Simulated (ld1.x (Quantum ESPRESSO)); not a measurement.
## Au: one change to a TM semilocal potential, before and after

| Item | Value |
| --- | --- |
| Element | Au (Z = 79) |
| Generator | ld1.x (Quantum ESPRESSO) 7.5 |
| Type | norm-conserving Troullier–Martins (semilocal form) |
| Functional | LDA (PZ) |
| Relativity | scalar-relativistic |
| Frozen core | [Kr] 4d10 4f14 5s2 |
| Valence charge | 17 |
| Reference configuration | 5p6 5d10 6s1 6p0 |
| Partial waves | 5p (bound): rc 1.40 bohr; 5d (bound): rc 1.35 bohr; 6s (bound): rc 1.90 bohr |
| Local potential | the s channel |
| Core correction | none |

Change: all radii scaled by about 1.14 (s 2.16, p 1.60, d 1.54 bohr).

Cutoffs: the cutoffs (Ry, on a coarse ladder) from which the occupation-weighted sum of valence levels, in a spherical-Bessel basis at the reference potential, stays within 10 and 1 mRy of its value at 400 Ry; they do not see the model core or the augmentation charge, which bear on the density cutoff. Errors are all-electron minus pseudo energies relative to the spin-unpolarised reference configuration.

How do hardness, ghosts and transferability respond?

The potential gets softer (90 Ry and 120 Ry → 55 Ry and 80 Ry); of the 9 tests that both files solve, the error grows in 7 and shrinks in 0 by more than 15 % and 0.3 meV (median size 12.6 → 24.6 meV); neither file shows a bound ghost. A larger radius leaves more room for a smooth pseudo-wave, so fewer plane waves are needed. More of the atom is replaced by a form fitted at one configuration, so other configurations suffer. A semilocal file is local in each channel, so a ghost entry of none says nothing of the separable form that plane-wave codes build from it.

| quantity | base | changed |
| --- | --- | --- |
| cutoff, loose | 90 Ry | 55 Ry |
| cutoff, tight | 120 Ry | 80 Ry |
| loose cutoff by channel (10 mRy a level) | p 55 Ry, d 35 Ry, s 18 Ry | p 30 Ry, d 35 Ry, s 8 Ry |
| bound ghosts | none | none |
| error for 5p6 5d10 6s0 6p0, meV [ΔE 9.77 eV] | -9.3 | -12 |
| error for 5p6 5d9 6s0 6p0, meV [ΔE 31.28 eV] | -1.2 | +0.9 |
| error for 5p6 5d8 6s0 6p0, meV [ΔE 65.44 eV] | +13 | +25 |
| error for 5p6 5d10 6s0.5 6p0, meV [ΔE 3.95 eV] | -2.7 | -3.3 |
| error for 5p5 5d10 6s1 6p0, meV [ΔE 66.40 eV] | -104 | -140 |
| error for 5p6 5d7 6s0 6p0, meV [ΔE 113.44 eV] | +33 | +65 |
| error for 5p6 5d10 6s0 6p1, meV [ΔE 5.40 eV] | +61 | +150 |
| error for 5p6 5d10 6s1 6p0 (spin-polarised), meV [ΔE -0.13 eV] | +0.5 | +1.0 |
| error for 5p6 5d9 6s0 6p0 (spin-polarised), meV [ΔE 31.13 eV] | +22 | +25 |
